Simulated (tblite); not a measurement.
Parent: `[CH2:1]=[C:2]1[CH2:3][SiH2:4][O:5][SiH2:6][SiH2:7]1` with C1–C2–C3–Si4 -102°, C2–C3–Si4–O5 -48°, C3–Si4–O5–Si6 13°, Si4–O5–Si6–Si7 0°, C3H10OSi3.

The geometries are computed with GFN2-xTB (gas phase). One conformer each, not checked by frequencies here.

| coordinate of the parent | value |
| --- | --- |
| C1=C2 | 1.329 Å |
| C2–C3 | 1.499 Å |
| C3–Si4 | 1.912 Å |
| Si4–O5 | 1.622 Å |
| O5–Si6 | 1.642 Å |
| Si6–Si7 | 2.311 Å |
| C2–Si7 | 1.898 Å |
| C1–C2–C3 | 121.2° |
| C1–C2–Si7 | 122.6° |
| C3–C2–Si7 | 116.0° |
| C2–C3–Si4 | 111.2° |
| C3–Si4–O5 | 108.3° |
| Si4–O5–Si6 | 141.8° |
| O5–Si6–Si7 | 103.1° |
| C2–Si7–Si6 | 104.6° |

Task: How does the shared frame change in `[CH2:1]=[C:2]1[SiH2:3][SiH2:4][O:5][SiH2:6][C@H:7]1[Cl:8]` with C1–C2–Si3–Si4 -128°, C2–Si3–Si4–O5 -1°, Si3–Si4–O5–Si6 -19°, Si4–O5–Si6–C7 0°, C3H9ClOSi3? Atoms pair as C1 = C1, C2 = C2, C3 = C7, Si4 = Si6, O5 = O5, Si6 = Si4, Si7 = Si3 (parent first).

Result: 
| parent | relative | value in the relative | change |
| --- | --- | --- | --- |
| C1=C2 | C1=C2 | 1.328 Å | -0.001 |
| C2–C3 | C2–C7 | 1.488 Å | -0.011 |
| C3–Si4 | C7–Si6 | 1.926 Å | +0.014 |
| Si4–O5 | Si6–O5 | 1.611 Å | -0.011 |
| O5–Si6 | O5–Si4 | 1.653 Å | +0.011 |
| Si6–Si7 | Si4–Si3 | 2.313 Å | +0.002 |
| C2–Si7 | C2–Si3 | 1.903 Å | +0.005 |
| C1–C2–C3 | C1–C2–C7 | 120.4° | -0.8 |
| C1–C2–Si7 | C1–C2–Si3 | 123.1° | +0.5 |
| C3–C2–Si7 | C7–C2–Si3 | 116.3° | +0.3 |
| C2–C3–Si4 | C2–C7–Si6 | 112.0° | +0.8 |
| C3–Si4–O5 | C7–Si6–O5 | 106.6° | -1.7 |
| Si4–O5–Si6 | Si6–O5–Si4 | 141.1° | -0.7 |
| O5–Si6–Si7 | O5–Si4–Si3 | 103.5° | +0.4 |
| C2–Si7–Si6 | C2–Si3–Si4 | 104.7° | +0.1 |

Of the parent's bonds, C3–Si4 changes most (+0.014 Å). Bonds of the relative outside the shared frame: C7–Cl8 1.796 Å. Point group C1 → C1.
